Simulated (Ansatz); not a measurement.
Start from `F[Si](F)(Cl)Cl` and change one atom or group to get `F[Si]([SiH3])(Cl)Cl`.

Ansatz, PBE0-D4/def2-TZVP geometries, multiplicity 1. 

```
                                                                                  property  `F[Si](F)(Cl)Cl`
                                                       LUMO energy (B3LYP/def2-TZVPP) / eV             -0.18
ideal-gas entropy at 298 K and 1 bar (rigid rotor, harmonic PBE0-D4/def2-TZVP) / J/(mol·K)               323
                                            size of the dipole moment (PBE/def2-TZVPP) / D              0.64
                                                       HOMO–LUMO gap (PBE/def2-TZVPP) / eV              7.50
                                            zero-point energy (PBE0-D4/def2-TZVP) / kJ/mol              26.2
                                                      HOMO–LUMO gap (PBE0/def2-TZVPP) / eV             10.04
```

(1) Give the same properties after the change, and the shifts. (Best estimate.)

Answers

(1) The calculation gave: 
```
                                                                                  property  `F[Si]([SiH3])(Cl)Cl`  shift
                                                       LUMO energy (B3LYP/def2-TZVPP) / eV                  -0.73  -0.55
ideal-gas entropy at 298 K and 1 bar (rigid rotor, harmonic PBE0-D4/def2-TZVP) / J/(mol·K)                    374     51
                                            size of the dipole moment (PBE/def2-TZVPP) / D                   1.60   0.96
                                                       HOMO–LUMO gap (PBE/def2-TZVPP) / eV                   6.11  -1.39
                                            zero-point energy (PBE0-D4/def2-TZVP) / kJ/mol                   83.6   57.4
                                                      HOMO–LUMO gap (PBE0/def2-TZVPP) / eV                   8.19  -1.85
```

With PBE0 the HOMO rises by 1.16 eV and the LUMO falls by 0.70 eV, so the gap narrows by about 1.86 eV. PBE moves the HOMO by 0.91 eV and ωB97M-V by 1.38 eV. The zero-point energy changes by 57.4 kJ/mol with +9 modes. Dipoles are sizes alone; their direction can turn.

B3LYP here is the variant with VWN-RPA as its local correlation; programs differ in this.
